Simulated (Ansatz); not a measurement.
SiN2H7F, singlet: a nudged elastic band.

in.yaml

```yaml
crystal:
  periodic: [false, false, false]
  atoms:
    - {symbol: Si, position_ang: [-0.172242, -0.937686, -0.013420]}
    - {symbol: N, position_ang: [1.069525, 0.098728, -0.690202]}
    - {symbol: H, position_ang: [-0.658178, -2.010103, -0.922994]}
    - {symbol: H, position_ang: [0.521632, -1.566390, 1.143489]}
    - {symbol: N, position_ang: [-1.502813, 0.070344, 0.300009]}
    - {symbol: H, position_ang: [0.950046, 1.405665, 0.338087]}
    - {symbol: F, position_ang: [0.735109, 2.090708, 0.980204]}
    - {symbol: H, position_ang: [2.014592, -0.260928, -0.660937]}
    - {symbol: H, position_ang: [0.882760, 0.477180, -1.610171]}
    - {symbol: H, position_ang: [-1.392359, 0.901642, 0.861015]}
    - {symbol: H, position_ang: [-2.448174, -0.269161, 0.274920]}
basis:
  gaussian: {orbitals: def2-SVP}
hamiltonian: {xc: pbe0, dispersion: d4}
neb:
  images: 5
  climbing: true
  max_iterations: 40
  initial_path: idpp
  final_atoms:
    - {symbol: Si, position_ang: [-0.676867, -0.113523, 0.315316]}
    - {symbol: N, position_ang: [2.078748, 0.072480, -0.879733]}
    - {symbol: H, position_ang: [-0.618378, -1.030678, -0.838677]}
    - {symbol: H, position_ang: [0.303009, -0.318394, 1.398913]}
    - {symbol: N, position_ang: [-2.218021, -0.327022, 1.017668]}
    - {symbol: H, position_ang: [2.906194, 0.062008, -0.296517]}
    - {symbol: F, position_ang: [-0.476380, 1.386275, -0.244552]}
    - {symbol: H, position_ang: [2.310479, -0.398879, -1.745185]}
    - {symbol: H, position_ang: [1.873117, 1.038886, -1.102641]}
    - {symbol: H, position_ang: [-2.437624, 0.049427, 1.925205]}
    - {symbol: H, position_ang: [-3.044376, -0.420579, 0.450200]}
```

Run by:

```bash
ansatz run in.yaml --threads 4 --pin off --events-out ev --progress --plain --max-ram 9574MiB
```

What Ansatz 0.2.0 printed:

```
Functional definition: PBE0
  name "PBE0"
  cite "Adamo & Barone, J. Chem. Phys. 110, 6158 (1999) doi:10.1063/1.478522"
  cite "Perdew, Burke & Ernzerhof, Phys. Rev. Lett. 77, 3865 (1996) doi:10.1103/PhysRevLett.77.3865"
  parent pbe
  parameter a = 0.25
  parameter kappa = 0.804
  parameter beta = 0.06672455060314922
  exchange = (1 - a)*pbe_x(kappa = kappa, mu = beta*pi^2/3) + a*exact_x
  correlation = pbe_c(beta = beta)
1015 factors; integrals over basis functions are off by at most 3.3e-4 eV
mean field evaluation 1: about -13665.2388 eV, gradient 6.9e1 eV
mean field evaluation 2: about -13658.0511 eV, gradient 8.7e1 eV
mean field evaluation 4: about -13673.8938 eV, gradient 3.4e0 eV
mean field evaluation 8: about -13673.9258 eV, gradient 1.2e-1 eV
mean field -13673.92584884 eV, -502.5075064251 hartree, gradient 2.6e-5 eV, S^2 0.000000; 0 other end points of the search recorded, 0 dependent functions left out
the calculation of the forces begins
reference -13673.92587408 eV, -502.5075073526 hartree; 22, 22 occupied and 73, 73 virtual orbitals, 1015 factors
1009 factors; integrals over basis functions are off by at most 7.6e-4 eV
mean field evaluation 16: about -13665.2086 eV, gradient 7.0e1 eV
mean field -13674.41469860 eV, -502.5254713223 hartree, gradient 2.2e-5 eV, S^2 0.000000; 0 other end points of the search recorded, 0 dependent functions left out
the calculation of the forces begins
reference -13674.41472706 eV, -502.5254723682 hartree; 22, 22 occupied and 73, 73 virtual orbitals, 1009 factors
WARN: NEB end point (image 0): max|allowed force component| = 3.019e-1 eV/Å (the criterion of neb.relax_end_points is 1.000e-2). That is over neb.f_tol: it is no minimum, so the barrier can be far off. Relax it first
WARN: NEB end point (image 6): max|allowed force component| = 7.963e-1 eV/Å (the criterion of neb.relax_end_points is 1.000e-2). That is over neb.f_tol: it is no minimum, so the barrier can be far off. Relax it first
1015 factors; integrals over basis functions are off by at most 4.5e-4 eV
mean field evaluation 32: about -13653.0130 eV, gradient 9.7e1 eV
mean field -13671.93512765 eV, -502.4343487706 hartree, gradient 4.7e-5 eV, S^2 0.000000; 0 other end points of the search recorded, 0 dependent functions left out
the calculation of the forces begins
reference -13671.93515326 eV, -502.4343497118 hartree; 22, 22 occupied and 73, 73 virtual orbitals, 1015 factors
1015 factors; integrals over basis functions are off by at most 7.4e-4 eV
mean field evaluation 64: about -13670.1504 eV, gradient 2.5e-5 eV
mean field -13670.15036818 eV, -502.3687600699 hartree, gradient 2.5e-5 eV, S^2 0.000000; 0 other end points of the search recorded, 0 dependent functions left out
the calculation of the forces begins
reference -13670.15039438 eV, -502.3687610328 hartree; 22, 22 occupied and 73, 73 virtual orbitals, 1015 factors
1017 factors; integrals over basis functions are off by at most 8.7e-4 eV
mean field -13670.21523966 eV, -502.3711440527 hartree, gradient 2.5e-5 eV, S^2 0.000000; 0 other end points of the search recorded, 0 dependent functions left out
the calculation of the forces begins
reference -13670.21526669 eV, -502.3711450460 hartree; 22, 22 occupied and 73, 73 virtual orbitals, 1017 factors
1015 factors; integrals over basis functions are off by at most 9.7e-4 eV
mean field evaluation 96: about -13671.5708 eV, gradient 9.7e-5 eV
mean field -13671.57078240 eV, -502.4209593298 hartree, gradient 2.6e-5 eV, S^2 0.000000; 0 other end points of the search recorded, 0 dependent functions left out
the calculation of the forces begins
reference -13671.57080948 eV, -502.4209603247 hartree; 22, 22 occupied and 73, 73 virtual orbitals, 1015 factors
1010 factors; integrals over basis functions are off by at most 7.4e-4 eV
mean field -13673.40054602 eV, -502.4882019023 hartree, gradient 6.2e-5 eV, S^2 0.000000; 0 other end points of the search recorded, 0 dependent functions left out
the calculation of the forces begins
reference -13673.40057375 eV, -502.4882029214 hartree; 22, 22 occupied and 73, 73 virtual orbitals, 1010 factors
NEB iter   1: max|band force component| = 4.251e0 eV/Å  barrier→ = 3.7749 eV  barrier← = 4.2450 eV  Δτ_max = 0.2000 Å  (183 SCF iters)
NEB iter   2: max|band force component| = 3.032e0 eV/Å  barrier→ = 1.9378 eV  barrier← = 2.4079 eV  Δτ_max = 0.2000 Å  (150 SCF iters)
NEB iter   3: max|band force component| = 6.505e0 eV/Å  barrier→ = 1.5226 eV  barrier← = 1.9927 eV  Δτ_max = 0.1013 Å  (147 SCF iters)
NEB iter   4: max|band force component| = 1.769e0 eV/Å  barrier→ = 1.1012 eV  barrier← = 1.5713 eV  Δτ_max = 0.2000 Å  (139 SCF iters)
NEB iter   5: max|band force component| = 5.618e0 eV/Å  barrier→ = 0.7741 eV  barrier← = 1.2442 eV  Δτ_max = 0.1004 Å  (136 SCF iters)
NEB iter   6: max|band force component| = 9.377e-1 eV/Å  barrier→ = 0.5964 eV  barrier← = 1.0665 eV  Δτ_max = 0.1977 Å  (135 SCF iters)
NEB iter   7: max|band force component| = 9.444e-1 eV/Å  barrier→ = 0.3691 eV  barrier← = 0.8392 eV  Δτ_max = 0.1948 Å  (134 SCF iters)
NEB iter   8: max|band force component| = 8.228e-1 eV/Å  barrier→ = 0.1684 eV  barrier← = 0.6385 eV  Δτ_max = 0.1506 Å  (131 SCF iters)
NEB iter   9: max|band force component| = 1.020e0 eV/Å  barrier→ = 0.1583 eV  barrier← = 0.6284 eV  Δτ_max = 0.0770 Å  (133 SCF iters)
NEB iter  10: max|band force component| = 4.033e-1 eV/Å  barrier→ = 0.1264 eV  barrier← = 0.5965 eV  CI = image 1  Δτ_max = 0.1539 Å  (136 SCF iters)
NEB iter  11: max|band force component| = 8.396e-1 eV/Å  barrier→ = 0.2804 eV  barrier← = 0.7505 eV  CI = image 1  Δτ_max = 0.0764 Å  (134 SCF iters)
NEB iter  12: max|band force component| = 5.974e-1 eV/Å  barrier→ = 0.3309 eV  barrier← = 0.8010 eV  CI = image 1  Δτ_max = 0.1513 Å  (135 SCF iters)
NEB iter  13: max|band force component| = 5.654e-1 eV/Å  barrier→ = 0.4550 eV  barrier← = 0.9251 eV  CI = image 1  Δτ_max = 0.1532 Å  (134 SCF iters)
NEB iter  14: max|band force component| = 9.717e-1 eV/Å  barrier→ = 0.4876 eV  barrier← = 0.9577 eV  CI = image 1  Δτ_max = 0.0473 Å  (136 SCF iters)
NEB iter  15: max|band force component| = 2.452e-1 eV/Å  barrier→ = 0.4395 eV  barrier← = 0.9096 eV  CI = image 1  Δτ_max = 0.0396 Å  (136 SCF iters)
NEB iter  16: max|band force component| = 1.136e-1 eV/Å  barrier→ = 0.4381 eV  barrier← = 0.9082 eV  CI = image 1  Δτ_max = 0.0225 Å  (127 SCF iters)
NEB iter  17: max|band force component| = 6.076e-2 eV/Å  barrier→ = 0.4362 eV  barrier← = 0.9063 eV  CI = image 1  Δτ_max = 0.0429 Å  (127 SCF iters)
NEB iter  18: max|band force component| = 4.962e-2 eV/Å  barrier→ = 0.4349 eV  barrier← = 0.9050 eV  CI = image 1  CI's point: of a kind that is not told: the force calls were inconclusive, a negative curvature could not be distinguished from the path's own, the only one lies far off the path, or fixed occupations may fill a level only in part  Δτ_max = 0.0000 Å  (878 SCF iters)
WARN: NEB end point (image 6): the path dips 0.033613 eV below it before the top, so the barrier from the dip is that much higher. The path crosses a lower well, or the end point is a saddle point, which neb.relax_end_points tests for
Total energy: -13673.64367908 eV, -502.4971368778 hartree
Atom 0 at    -0.104927    -0.618597     0.275130 Å, force     0.015367    -0.023947     0.004450 eV/Å
Atom 1 at     1.136700     0.190749    -0.866909 Å, force    -0.009054     0.041507    -0.006930 eV/Å
Atom 2 at    -0.542723    -1.798048    -0.565125 Å, force    -0.002306    -0.003938    -0.002146 eV/Å
Atom 3 at     0.668324    -1.241799     1.381844 Å, force     0.001236    -0.000101     0.002287 eV/Å
Atom 4 at    -1.582601     0.227904     0.378602 Å, force     0.001319     0.015464    -0.027736 eV/Å
Atom 5 at     1.146516     1.006634     0.024533 Å, force    -0.016929    -0.033183    -0.000461 eV/Å
Atom 6 at     0.643867     1.194146     1.112475 Å, force     0.007464     0.013102     0.000142 eV/Å
Atom 7 at     2.003517    -0.320772    -1.025098 Å, force    -0.001740     0.000998     0.012954 eV/Å
Atom 8 at     0.751765     0.490273    -1.761357 Å, force     0.000940    -0.009331     0.000913 eV/Å
Atom 9 at    -1.661911     1.063195     0.943675 Å, force     0.010091     0.003094     0.010872 eV/Å
Atom 10 at    -2.458630    -0.193687     0.102229 Å, force    -0.006387    -0.003665     0.005654 eV/Å
Dipole moment:     0.051203    -0.059033    -0.617914 e Å

[the SCF lines of later steps are left out]
```

The lines “mean field evaluation” count trial sets of orbitals through the whole run, from several starts and some on an approximate energy, so they need not fall steadily or lie above the final value.

Hardware: 4 CPU threads of an Arm Neoverse V1, shared host. Wall time about 2 min.
